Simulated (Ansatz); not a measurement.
A nudged elastic band was laid between two geometries of BH3O3 + H2 (9 atoms, charge 0, multiplicity 1).

Theory: RKS revPBE-D4/def2-SVP in Ansatz 0.2.0.

- movable images: 9
- climbing image: yes
- spring: 5.0 eV/Å²
- optimiser: quadratic models (default)
- start path: through a guess of the saddle point
- force threshold: 0.03 eV/Å
- iteration limit: 60
- end points: relaxed

Initial state:

```xyz
9
Properties=species:S:1:pos:R:3
B -0.359 -0.091 -0.708
O 0.941 0.302 -0.445
O -0.645 -1.423 -0.926
O -1.365 0.852 -0.752
H 1.226 0.270 2.100
H 1.273 0.356 2.861
H 0.990 1.267 -0.323
H 0.162 -1.964 -0.865
H -2.223 0.433 -0.942
```

Final state:

```xyz
9
Properties=species:S:1:pos:R:3
B -0.625 -0.515 0.224
O 1.677 1.074 -0.075
O -0.541 -1.484 -0.744
O -1.225 0.689 -0.089
H 1.810 1.065 0.892
H -0.276 -0.682 1.379
H 0.771 1.439 -0.139
H -0.083 -2.279 -0.424
H -1.507 0.693 -1.025
```

Question: What changes between the two ends?

Answer: Bonds broken: B1–O2, H5–H6. Bonds formed: B1–H6, O2–H5. BH3O3 + H2 becomes BH3O2 + H2O.

Question: Give the energies along the band, and the barrier.

Answer: The forces met the threshold. The highest image is number 6 of 0 to 10, 2.06 eV above the first end and 1.07 eV above the last; the last end lies 0.99 eV above the first. A vibrational analysis at the climbing image gives one clearly imaginary mode, 1229i cm⁻¹: a first-order saddle point. The orbitals stay closed-shell, which can raise the energy where a bond breaks towards radicals; this wasn't checked here.

```
image  path coordinate (Å)  energy (eV)  B1–O2 (Å)  H5–H6 (Å)  B1–H6 (Å)
    0                 0.00         0.00       1.38       0.77       3.95
    1                 0.55         0.00       1.38       0.77       3.66
    2                 1.10         0.01       1.38       0.77       3.34
    3                 1.65         0.04       1.38       0.77       2.91
    4                 2.20         0.19       1.39       0.77       2.41
    5                 2.75         0.90       1.43       0.81       1.90
    6                 3.30         2.06       1.63       1.11       1.47
    7                 3.83         1.45       2.00       1.54       1.26
    8                 4.35         1.09       2.45       1.87       1.23
    9                 4.87         1.01       2.69       2.33       1.22
   10                 5.39         0.99       2.81       2.76       1.22
```

Question: What is the geometry of the highest image?

Answer: 
```xyz
9
Properties=species:S:1:pos:R:3
B -0.213 -0.115 -0.005
O 1.283 0.512 -0.175
O -0.409 -1.365 -0.585
O -1.147 0.897 -0.236
H 0.926 0.294 0.951
H 0.073 -0.219 1.432
H 1.128 1.461 -0.368
H 0.319 -1.982 -0.404
H -1.961 0.519 -0.610
```

Question: What are the harmonic wavenumbers there?

Answer: 1229i, 154, 338, 342, 403, 450, 530, 789, 876, 899, 938, 977, 1008, 1173, 1358, 1415, 1781, 1912, 3653, 3767, 3781 cm⁻¹.

The run took 4.2 min on 2 threads of AMD EPYC 7R43 64-Core Processor (Zen 3), with other jobs on the host, peak memory 0.17 GiB.
